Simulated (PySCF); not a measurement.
# Dipole moment and polarisability of `C=C[B@@H-]1[NH2+][BH2-][N@H+]1C`

Species: C₃H₁₂B₂N₂.
Atom-mapped SMILES: `[CH2:1]=[CH:2][B@@H-:3]1[NH2+:4][BH2-:5][N@H+:6]1[CH3:7]` (hydrogens: H8, H9 on C1; H10 on C2; H11 on B3; H12, H13 on N4; H14, H15 on B5; H16 on N6; H17, H18, H19 on C7)

Geometry (PBE0-D3(BJ)/def2-SVP, Å), atoms numbered from 1 in this order:
```xyz
19
C3H12B2N2 angstrom
C      2.4580   -0.6591    0.4481
C      1.8848    0.3479   -0.2210
B      0.3433    0.5016   -0.5713
N     -0.3528    1.7732    0.1137
B     -1.4531    0.7574    0.6648
N     -0.6184   -0.5148    0.1848
C     -1.2823   -1.5653   -0.5756
H      3.5349   -0.7098    0.6421
H      1.8784   -1.5115    0.8286
H      2.5581    1.1425   -0.5781
H      0.0925    0.5014   -1.7679
H     -0.6958    2.4842   -0.5248
H      0.2047    2.2266    0.8339
H     -2.4889    0.8542    0.0306
H     -1.5867    0.8097    1.8759
H     -0.1306   -0.9310    0.9773
H     -1.8068   -1.1135   -1.4267
H     -0.5510   -2.2914   -0.9624
H     -2.0207   -2.0942    0.0463
```

Level: CAM-B3LYP/def2-SVPD (PySCF), static field, nuclei fixed, core orbitals frozen in the response. The polarisability tensor in these axes (au):

```
x   90.22 -4.11  2.85
y   -4.11 83.71 -2.99
z    2.85 -2.99 74.93
```

Q: Give the principal values, the mean and the anisotropy Δα = √{½[(α1 − α2)² + (α2 − α3)² + (α1 − α3)²]}.

A: Principal values 73.85, 81.97 and 93.05 au; mean 82.96 au = 12.29 Å³ = 13.68 × 10⁻⁴⁰ C²·m²/J; Δα = 16.69 au (20 % of the mean).

Q: What is the dipole moment, and where does it point?

A: (0.42, 0.24, 0.19) D, 0.52 D in size, pointing from the negative to the positive side. Measured along this direction, the outermost atoms are H19 and H17 at the negative end and H8 at the positive end.

Q: What are the principal values of the traceless quadrupole moment, Θ = ½Σq(3rr − r²1), about the centre of nuclear charge?

A: -12.95, -1.19, 14.14 D·Å. The values depend on the origin, since the dipole doesn't vanish. The electronic extent ⟨r²⟩ about the same centre is 877 bohr², a root-mean-square distance of 2.13 Å for the 54 electrons.

Q: Rayleigh depolarisation ratio (linearly polarised light, static tensor)?

A: ρ = 3Δα²/(45ᾱ² + 4Δα²) = 835.4/(309681 + 1113.9) = 0.00269.

Q: Find the Langevin capture rate constant for H3O+ (19.018 u) meeting this molecule (98.119 u), k = 2.342 × 10⁻⁹ cm³/s × √(α in Å³ / reduced mass in u).

A: The reduced mass is 15.93 u, so k = 2.06 × 10⁻⁹ cm³/s. The formula leaves out the permanent dipole, which adds to the capture rate.

Geometry: PBE0-D3(BJ)/def2-SVP, one conformer, isolated molecule.
